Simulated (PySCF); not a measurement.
# Electron correlation in F+ (fluorine, charge +1)

[He] 2s2 2p4, high-spin 3P determinant. Calculation: PySCF 2.14, in def2-TZVP; the non-relativistic Hamiltonian (point nucleus). Frozen: 1s2; 6 electrons correlated.

MP2 pair energies summed by pair of shells (mhartree):

```json
{"pair": "2p-2p", "energy": "-66.45", "share (%)": "47.2"}
{"pair": "2s-2p", "energy": "-64.62", "share (%)": "45.9"}
{"pair": "2s-2s", "energy": "-9.69", "share (%)": "6.9"}
```

Total MP2 correlation energy: -140.76 mhartree.

Same-spin part -34.07 and opposite-spin part -106.68 mhartree; SCS-MP2 scales them by 1/3 and 6/5 to -139.38 mhartree.

```json
{"level": "CCSD", "correlation energy (mhartree)": "-156.52"}
{"level": "(T)", "correlation energy (mhartree)": "-1.90"}
{"level": "CCSD(T)", "correlation energy (mhartree)": "-158.42"}
```

Diagnostics: T1 = 0.0041, D1 = 0.0077, largest double amplitude 0.028.

Cost of the coupled-cluster step: 0.51 s of wall time on 1 thread of Neoverse-N1 (shared host), for 6 correlated electrons.
